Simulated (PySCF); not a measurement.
B(CF3)(H)(OMe) (C₂H₄BF₃O), SMILES COBC(F)(F)F. The structure is a stationary point at PBE-D3(BJ)/def2-SVP. The values are those of a single conformer.

### Question
Give the equilibrium geometry at PBE-D3(BJ)/def2-SVP (PySCF confirms it by a frequency run) as Cartesian coordinates in Å. (The exact figures need the calculation; the answer reports its results.)

### Answer
Several could match; the one computed here: 
```xyz
11

B     -0.2178    -0.2680     1.1621
C      0.6119     0.5023     0.0031
F     -0.1900     1.3858    -0.6725
F      1.0972    -0.3777    -0.9254
F      1.6659     1.2054     0.4713
H      0.0653    -0.1254     2.3339
O     -1.2396    -1.0877     0.8709
C     -1.7206    -1.3882    -0.4426
H     -1.1621    -2.2529    -0.8529
H     -2.7894    -1.6608    -0.3535
H     -1.6141    -0.5262    -1.1295
```
Charge 0, spin multiplicity 1.
